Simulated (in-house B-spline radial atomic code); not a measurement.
Neutral mercury is squeezed into an impenetrable sphere of radius R (the orbitals vanish at R). All numbers are computed (Dirac-Kohn-Sham LDA VWN5, spherical fractional occupations; Fermi nucleus of rms radius 5.4648 fm) with an all-electron radial atomic-structure program (B-spline basis), not measured.

Energies in eV above the free atom in [Xe] 4f14 5d10 6s2:

```json
{"R (bohr)": "9", "highest level (eV)": "-7.12", "[Xe] 4f14 5d10 6s2": "0.006363", "[Xe] 4f14 5d10 6s1 6p1": "6.199", "[Kr] 4d10 4f14 5s2 5p5 5d10 6s2 6f1": "85.01"}
{"R (bohr)": "6.38", "highest level (eV)": "-6.77", "[Xe] 4f14 5d10 6s2": "0.263", "[Xe] 4f14 5d10 6s1 6p1": "7.089", "[Kr] 4d10 4f14 5s2 5p5 5d10 6s2 6f1": "95.9"}
{"R (bohr)": "5.21", "highest level (eV)": "-5.77", "[Xe] 4f14 5d10 6s2": "1.41", "[Xe] 4f14 5d10 6s1 6p1": "9.226", "[Kr] 4d10 4f14 5s2 5p5 5d10 6s2 6f1": "106.9"}
{"R (bohr)": "4.43", "highest level (eV)": "-3.76", "[Xe] 4f14 5d10 6s2": "4.524", "[Xe] 4f14 5d10 6s1 6p1": "13.73", "[Kr] 4d10 4f14 5s2 5p5 5d10 6s2 6f1": "121"}
{"R (bohr)": "3.52", "highest level (eV)": "3.27", "[Xe] 4f14 5d10 6s2": "19.6", "[Xe] 4f14 5d10 6s1 6p1": "32.32", "[Kr] 4d10 4f14 5s2 5p5 5d10 6s2 6f1": "159.8"}
{"R (bohr)": "3.16", "highest level (eV)": "9.82", "[Xe] 4f14 5d10 6s2": "36.84", "[Xe] 4f14 5d10 6s1 6p1": "52.22", "[Kr] 4d10 4f14 5s2 5p5 5d10 6s2 6f1": "193.2"}
{"R (bohr)": "2.65", "highest level (eV)": "29.1", "[Xe] 4f14 5d10 6s2": "97.32", "[Xe] 4f14 5d10 6s1 6p1": "119.1", "[Kr] 4d10 4f14 5s2 5p5 5d10 6s2 6f1": "290.9"}
{"R (bohr)": "2.23", "highest level (eV)": "66.5", "[Xe] 4f14 5d10 6s2": "238.8", "[Xe] 4f14 5d10 6s1 6p1": "270.1", "[Kr] 4d10 4f14 5s2 5p5 5d10 6s2 6f1": "488.2"}
{"R (bohr)": "1.97", "highest level (eV)": "113", "[Xe] 4f14 5d10 6s2": "442.7", "[Xe] 4f14 5d10 6s1 6p1": "482.9", "[Kr] 4d10 4f14 5s2 5p5 5d10 6s2 6f1": "749.2"}
{"R (bohr)": "1.56", "highest level (eV)": "280", "[Xe] 4f14 5d10 6s2": "1334", "[Xe] 4f14 5d10 6s1 6p1": "1396", "[Kr] 4d10 4f14 5s2 5p5 5d10 6s2 6f1": "1802"}
```

Q: Does [Xe] 4f14 5d10 6s1 6p1 fall below [Xe] 4f14 5d10 6s2 under compression?

A: No, it stays above over the whole range.

Q: Does [Kr] 4d10 4f14 5s2 5p5 5d10 6s2 6f1 fall below [Xe] 4f14 5d10 6s2 under compression?

A: No, it stays above over the whole range.

The highest level is first positive in the row R = 3.52 bohr, pushed up by confinement above the zero of the free ion's potential. Each configuration is held fixed and needn't be the lowest in the sphere.
